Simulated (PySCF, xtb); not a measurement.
C₂H₄BNO₂, SMILES OB1OCN=C1.

GFN2-xTB (xtb 6.7.1) at its own geometry gives an orbital gap of 3.27 eV and a dipole moment of 2.00 D.

Coordinates come from a B3LYP-D3(BJ)/def2-SVP optimisation. This is a generated structure with no PubChem entry under its InChIKey; it may be hypothetical. One conformer was computed; it need not be the lowest.

What does PBE/def2-TZVP in PySCF give? (An estimate is asked for; the answer gives what the named calculation found.)

gap 4.05 eV (levels -6.25 and -2.20 eV), dipole 1.60 D.
